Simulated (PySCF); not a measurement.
C7H6FNSi.
Structure used (GFN2-xTB), in Å, numbered top down from 1:
```
atom  x, y, z in Å
N1    -0.455   -1.574    3.770
C2    -0.975   -1.165    2.835
Si3   -1.817   -0.491    1.307
C4    -0.441   -0.035    0.098
C5     0.345    1.094    0.320
C6     1.359    1.446   -0.549
C7     1.587    0.650   -1.657
F8     2.574    0.985   -2.513
C9     0.830   -0.479   -1.912
C10   -0.180   -0.811   -1.029
H11   -2.665   -1.561    0.779
H12   -2.564    0.693    1.738
H13    0.161    1.708    1.189
H14    1.971    2.319   -0.380
H15    1.037   -1.078   -2.786
H16   -0.776   -1.692   -1.221
```

Probes without a nucleus sit at each ring's centroid and 1 Å off its mean plane on both sides; NICS is minus the shielding there, NICSzz its component along the normal. Level: GIAO PBE0/pcSseg-1 (PySCF, non-relativistic, gas phase) on the GFN2-xTB geometry, one conformer.

Ring bond lengths (Å), with Mayer bond orders in brackets: C4–C5 1.394 (1.40), C5–C6 1.382 (1.44), C6–C7 1.383 (1.42), C7–C9 1.383 (1.42), C9–C10 1.383 (1.43), C10–C4 1.392 (1.42).

Give the NICS values of each ring in ppm.

```tsv
ring	type	NICS(0)	NICS(1), two faces	NICS(1)zz, two faces	rms pucker (Å)	centre to ring atoms, mean (Å)
C4–C5–C6–C7–C9–C10	6-membered carbocycle; formal bonds all aromatic	-9.7	-11.2 / -11.4	-27.6 / -28.1	0.00	1.39
```

What can be read from them?

- C4–C5–C6–C7–C9–C10: mean NICS(1)zz -27.8 ppm, shielded, aromatic by this magnetic criterion (flat ring, no four-coordinate atom).

How equal are the bonds by HOMA? HOMA = 1 − mean of α(R − Ropt)² over the ring bonds, with Krygowski's 1993 parameters (CC: Ropt 1.388 Å, α 257.7 Å⁻²).

- C4–C5–C6–C7–C9–C10: HOMA 0.99 = 1 − EN − GEO, with mean bond length 1.386 Å, EN = α(Ropt − mean)² = 0.001 and GEO = α × variance = 0.006. The geometric and the magnetic index point the same way.

At the second NICS(1) probe listed for ring C4–C5–C6–C7–C9–C10, 1 Å off the ring, how large is the induced field along the normal in 14.1 T applied along it?

NICSzz × B0 = -28.1 ppm × 14.1 T = -396 μT, against the applied field.

List the ring angles and the Hirshfeld charges of the ring atoms.

- C4–C5–C6–C7–C9–C10: C4 118.3° (-0.100 e), C5 121.4° (-0.035 e), C6 118.6° (-0.059 e), C7 121.8° (+0.100 e), C9 118.6° (-0.061 e), C10 121.3° (-0.037 e); sum 720.0° against 720° for a flat convex ring.

Time: 70 s; peak memory 0.93 GiB. Hardware: Arm Neoverse N1, one thread, on a shared host. This is the whole shielding run at PBE0/pcSseg-1, SCF included.
